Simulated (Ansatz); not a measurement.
# FH4Si2Sn+: where a starting geometry ends

The starting geometry of this gas-phase singlet was optimised with r2SCAN-D4.

```xyz
8

F     0.9843    1.8755   -0.4824
Si    1.4230    1.8544   -2.2014
Si    2.3217   -0.4280   -1.7534
Sn   -0.4812    0.1855   -1.0805
H    -0.6991   -0.3187    0.5708
H     2.4336   -1.3593   -2.9047
H     3.5036   -0.3107   -0.8538
H     1.3161   -1.1239   -0.7833
```

Q: Predict what it relaxes into with PBE0-D3(BJ)/def2-SVP.

A: A new bond forms, giving a structure with F1 bridging Si2 and Sn4, H5 bridging Sn4 and Si2, H8 bridging Si3 and Sn4, given below by its coordinates. Distances that change by over a tenth: Sn4–H5 (1.74 → 2.18 Å). Contacts that close: Si2–H5 (4.11 → 1.60 Å).

The energy falls by 1.13 eV over 38 steps:

```tsv
step	E − E(last) (eV)
1	1.133
5	1.113
9	0.989
13	0.813
17	0.780
22	0.752
26	0.099
30	0.006
34	0.000
38	0.000
```

Final geometry (Å):

```yaml
atoms:
  - { symbol: F, position_ang: [0.1126, 1.3936, -1.8886] }
  - { symbol: Si, position_ang: [1.5760, 1.6978, -0.8371] }
  - { symbol: Si, position_ang: [2.2469, -0.5581, -1.4721] }
  - { symbol: Sn, position_ang: [-0.5031, -0.2442, -0.5453] }
  - { symbol: H, position_ang: [0.6628, 1.3296, 0.4185] }
  - { symbol: H, position_ang: [2.6208, -0.4422, -2.9068] }
  - { symbol: H, position_ang: [3.1439, -1.3652, -0.6060] }
  - { symbol: H, position_ang: [0.9421, -1.4364, -1.6514] }
```

Frequencies at the end are all real (lowest 126 cm⁻¹). Atoms past krypton carry core potentials, without spin–orbit terms. Run with Ansatz 0.2.0, 4.9 min on 1 thread of Arm Neoverse N1, on a shared host.
